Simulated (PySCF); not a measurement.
# Copper: a sound run and one with changed settings

Sound run: Cu [Ar] 3d10 4s1, Cu⁺ [Ar] 3d10. All numbers are calculated (PySCF 2.14, the spin-free X2C one-electron Hamiltonian (Gaussian nucleus), in x2c-TZVPall). In the sound run the correlated levels freeze [Ar]. The sound run starts from symmetry-adapted Hartree-Fock orbitals and uses a fine grid where one is needed.

A second run was set up differently.

```json
{"species": "Cu", "method": "MP2", "sound run (hartree)": "-1653.54166", "changed run (hartree)": "-1653.83032", "converged": "yes"}
{"species": "Cu⁺", "method": "MP2", "sound run (hartree)": "-1653.27006", "changed run (hartree)": "-1653.55568", "converged": "yes"}
```

Ionisation energy of Cu:

```tsv
method	sound run (eV)	changed run (eV)
UHF	6.598	6.598
MP2	7.390	7.473
SCS-MP2	7.262	7.316
```

Task: What was changed?
A. basis contracted for another Hamiltonian
B. minimal basis
C. all electrons correlated in a valence basis
D. too few SCF iterations

Result: C. A valence basis has no tight correlating functions, so it recovers only part of the core correlation, and not evenly between atom and ion.
